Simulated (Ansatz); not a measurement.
CH5GeNOSi, SMILES `[GeH3]/[N]=C1\O[SiH2]1`. The species carries charge 0 and has multiplicity 1. Geometry: relaxed with PBE0-D4/def2-TZVP.

```xyz
10

Ge    1.926   -0.467    0.680
N     0.117   -0.277    1.099
C    -0.689    0.058    0.222
O    -0.546    0.355   -1.142
Si   -2.179    0.508   -0.682
H     2.109   -1.547   -0.399
H     2.606   -0.897    1.985
H     2.499    0.875    0.196
H    -2.734    1.879   -0.701
H    -3.111   -0.486   -1.257
```

Q: What is the dipole moment at r2SCAN/def2-TZVPP? (Estimate.)

A: Computed: 2.25 D, with components (-1.84, 0.57, -1.18) D in this frame, pointing from negative to positive charge.

Q: And with PBE, B3LYP, ωB97M-V? (Estimate.)

A: Ansatz gave: PBE 2.13 D, B3LYP 2.36 D, ωB97M-V 2.43 D.

Q: Give the Mulliken charges with r2SCAN, PBE, B3LYP in def2-TZVPP. (Best estimate.)

A: The calculation gave: 
| atom | r2SCAN | PBE | B3LYP |
| --- | --- | --- | --- |
| Ge1 | 0.24 | 0.19 | 0.23 |
| N2 | -0.37 | -0.24 | -0.30 |
| C3 | 0.12 | 0.07 | 0.11 |
| O4 | -0.35 | -0.27 | -0.35 |
| Si5 | 0.52 | 0.37 | 0.44 |
| H6 | -0.01 | -0.01 | -0.01 |
| H7 | -0.02 | -0.01 | -0.01 |
| H8 | -0.02 | -0.01 | -0.01 |
| H9 | -0.06 | -0.04 | -0.05 |
| H10 | -0.06 | -0.04 | -0.05 |

B3LYP here is the variant with VWN-RPA as its local correlation; programs differ in this.
